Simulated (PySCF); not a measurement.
THF (C4H8O), SMILES C1CCOC1. Coordinates come from a PBE0-D3(BJ)/def2-SVP optimisation. Other conformers were not sampled.

Q: Give the equilibrium geometry at PBE0-D3(BJ)/def2-SVP (PySCF confirms it by a frequency run) as bond lengths and angles, and its point group. (Estimate from the structure and the level; the computed values follow.)

A: This is not unique; one that fits is point group C2.
Atoms: C1 C2 C3 O4 C5 H6 H7 H8 H9 H10 H11 H12 H13. Bonded distances (Å): C1–C2 1.524, C1–C5 1.524, C1–H6 1.100, C1–H7 1.102, C2–C3 1.524, C2–H8 1.100, C2–H9 1.102, C3–O4 1.413, C3–H10 1.103, C3–H11 1.108, O4–C5 1.413, C5–H12 1.108, C5–H13 1.103. Bond angles (°): C2–C1–C5 101.2, C2–C1–H6 113.9, C2–C1–H7 110.2, C5–C1–H6 113.1, C5–C1–H7 110.4, H6–C1–H7 107.9, C1–C2–C3 101.2, C1–C2–H8 113.9, C1–C2–H9 110.2, C3–C2–H8 113.1, C3–C2–H9 110.4, H8–C2–H9 107.9, C2–C3–O4 106.2, C2–C3–H10 113.1, C2–C3–H11 110.8, O4–C3–H10 109.3, O4–C3–H11 110.0, H10–C3–H11 107.5, C3–O4–C5 110.5, C1–C5–O4 106.2, C1–C5–H12 110.8, C1–C5–H13 113.1, O4–C5–H12 110.0, O4–C5–H13 109.3, H12–C5–H13 107.5.
Charge 0, spin multiplicity 1.
